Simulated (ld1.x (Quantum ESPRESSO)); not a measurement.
# Which change was made? (P, TM)

phosphorus, norm-conserving Troullier–Martins (Kleinman–Bylander form), made with ld1.x (Quantum ESPRESSO) 7.5 (Wu–Cohen, scalar-relativistic). Core [Ne], reference 3s2 3p1 (charge +2). Waves: 3p (bound): rc 1.35 bohr; 3d channel at -0.05 Ry: rc 1.10 bohr; 3s (bound): rc 1.35 bohr. Local part: the s channel. Core correction: a·sin(br)/r model core inside 0.75 bohr.

Cutoffs, loose and tight: the cutoffs (Ry, on a coarse ladder) from which the occupation-weighted sum of valence levels, in a spherical-Bessel basis at the reference potential, stays within 10 and 1 mRy of its value at 400 Ry. They do not see the model core or the augmentation charge, which bear on the density cutoff. Test errors are all-electron minus pseudo excitation energies from the reference, over the configurations 3s2 3p3; 3s2 3p2; 3s2 3p0; 3s2 3p2.5; 3s0 3p5; 3s1 3p3; 3s1 3p4; variants that change the core or the reference have their own tests.

The base gives: outcome: generated; cutoff, loose: 45 Ry; cutoff, tight: 90 Ry; bound ghosts: none; largest test error (meV): +28.

Task: After one change the result is: outcome: generated; cutoff, loose: 90 Ry; cutoff, tight: 180 Ry; bound ghosts: none; largest test error (meV): +35. Which change was it?
A. all radii but the core radius scaled by about 0.85 (s 1.14, p 1.14, d 0.94 bohr)
B. all radii but the core radius scaled by about 0.93 (s 1.26, p 1.26, d 1.02 bohr)
C. all radii but the core radius scaled by about 0.77 (s 1.04, p 1.04, d 0.84 bohr)
D. all radii but the core radius scaled by about 1.20 (s 1.62, p 1.62, d 1.32 bohr)

Result: A. The others give: all radii but the core radius scaled by about 1.20 (s 1.62, p 1.62, d 1.32 bohr) → outcome: generated; cutoff, loose: 30 Ry; cutoff, tight: 50 Ry; bound ghosts: none; largest test error (meV): +30 | all radii but the core radius scaled by about 0.93 (s 1.26, p 1.26, d 1.02 bohr) → outcome: generated; cutoff, loose: 55 Ry; cutoff, tight: 100 Ry; bound ghosts: none; largest test error (meV): +30 | all radii but the core radius scaled by about 0.77 (s 1.04, p 1.04, d 0.84 bohr) → outcome: generated; cutoff, loose: 160 Ry; cutoff, tight: 300 Ry; bound ghosts: none; largest test error (meV): +49.
